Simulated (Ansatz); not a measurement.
`N[SiH2][TeH]` and `N[SiH2]I` differ in one atom or group.

Ansatz, PBE0-D4/def2-TZVP geometries, multiplicity 1. Each molecule was computed in one conformer, which needn't be the lowest.

Elements past krypton have def2 core potentials.  Spin–orbit coupling is left out; it splits and shifts lone-pair levels of the heavy atoms by tenths of an eV.

| property | `N[SiH2][TeH]` |
| --- | --- |
| zero-point energy (PBE0-D4/def2-TZVP) / kJ/mol | 131.9 |
| HOMO–LUMO gap (PBE0/def2-TZVPP) / eV | 5.96 |
| LUMO energy (PBE0/def2-TZVPP) / eV | -0.40 |
| HOMO energy (ωB97M-V/def2-TZVPP) / eV | -8.43 |
| HOMO–LUMO gap (B3LYP/def2-TZVPP) / eV | 5.49 |
| LUMO energy (ωB97M-V/def2-TZVPP) / eV | 1.41 |

Task: What does the change do to each property? (Estimate.)

Result: Computed: 
| property | `N[SiH2]I` | shift |
| --- | --- | --- |
| zero-point energy (PBE0-D4/def2-TZVP) / kJ/mol | 116.1 | -15.8 |
| HOMO–LUMO gap (PBE0/def2-TZVPP) / eV | 7.34 | 1.38 |
| LUMO energy (PBE0/def2-TZVPP) / eV | -0.09 | 0.31 |
| HOMO energy (ωB97M-V/def2-TZVPP) / eV | -9.56 | -1.13 |
| HOMO–LUMO gap (B3LYP/def2-TZVPP) / eV | 6.85 | 1.36 |
| LUMO energy (ωB97M-V/def2-TZVPP) / eV | 1.68 | 0.27 |

With PBE0 the HOMO falls by 1.08 eV and the LUMO rises by 0.31 eV, so the gap widens by about 1.39 eV. PBE moves the HOMO by -0.93 eV and ωB97M-V by -1.13 eV. The zero-point energy changes by -15.8 kJ/mol with -3 modes.

B3LYP here is the variant with VWN-RPA as its local correlation; programs differ in this.
